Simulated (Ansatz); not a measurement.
Cost and result for the atomization energy of CH5AlOSi (9 atoms, 9 bonds).

```xyz
9

C    -0.308    0.637   -0.748
Al   -0.922   -1.164   -0.245
O     0.240   -1.203    1.038
Si    0.844    0.320    0.709
H     0.174    0.741   -1.722
H    -1.019    1.457   -0.625
H    -1.952   -2.293   -0.628
H     0.654    1.240    1.863
H     2.289    0.266    0.358
```

The species carries charge 0 and has multiplicity 1. Geometry: relaxed with PBE0-D4/def2-TZVP. Program: Ansatz. All runs use 2 threads of an Arm Neoverse V2 on a shared host. Times are those of one run each, without the atoms' runs, and a repeat can differ threefold. Electronic energies, without spin–orbit coupling; frozen cores. CCSD(T)/CBS adds CCSD(T) − MP2 in def2-TZVPP to the MP2 limit, and its time is that of the two runs behind it. T1 = 0.013.

CCSD(T)/CBS is a level of theory with its own doubt, some kJ/mol a heavy atom from the limit and from the frozen cores, so smaller differences don't rank the functionals.

| level | functions | wall time | atomization (kJ/mol) | difference from CCSD(T)/CBS | per bond |
| --- | --- | --- | --- | --- | --- |
| LDA (SPW92)/def2-TZVPP | 216 | 1.4 s | 3611.5 | 382.7 | 42.5 |
| CCSD(T)/def2-SVP | 89 | 2 s | 3003.2 | -225.6 | -25.1 |
| revPBE-D4/def2-TZVPP | 216 | 2.3 s | 3156.2 | -72.6 | -8.1 |
| PBE0-D4/def2-TZVPP | 216 | 3 s | 3188.9 | -39.9 | -4.4 |
| CAM-B3LYP-D4/def2-TZVPP | 216 | 3.5 s | 3223.3 | -5.5 | -0.6 |
| r2SCAN-D4/def2-TZVPP (with forces) | 216 | 5.5 s | 3231.8 | 3.0 | 0.3 |
| B2PLYP/def2-TZVPP | 216 | 5.5 s | 3178.3 | -50.5 | -5.6 |
| PBE-QIDH/def2-TZVPP | 216 | 5.5 s | 3192.6 | -36.2 | -4.0 |
| ωB97X-V/def2-TZVPP | 216 | 9 s | 3235.1 | 6.3 | 0.7 |
| ωB97M-V/def2-TZVPP (with forces) | 216 | 13 s | 3230.1 | 1.3 | 0.1 |
| MP2/def2-QZVPP | 404 | 18 s | 3248.6 | 19.8 | 2.2 |
| CCSD(T)/def2-TZVPP | 216 | 58 s | 3140.1 | -88.7 | -9.9 |
| CCSD(T)/CBS(def2) | – | 76 s | 3228.8 | 0.0 | 0.0 |

From r2SCAN to r2SCAN0 (25 % exact exchange), in def2-TZVPP and without D4, the atomization energy moves by −46.6 kJ/mol: exact exchange takes away binding that semilocal exchange gives to molecules. The D4 term adds +30.8 kJ/mol with B3LYP and +15.8 kJ/mol with PBE0; it sums over pairs of atoms, weighted by their polarisabilities, and B3LYP, whose exchange is more repulsive, gets the larger term. Leaving LDA and LC-ωPBE aside and taking each functional with its dispersion term where it has one, the values, not all of them listed here, spread over 112.4 kJ/mol, from BHLYP-D4 to B97M-V. LDA lies +404.5 kJ/mol from PBE without D4, its usual overbinding.

B3LYP here is the variant with VWN-RPA as its local correlation; programs differ in this.
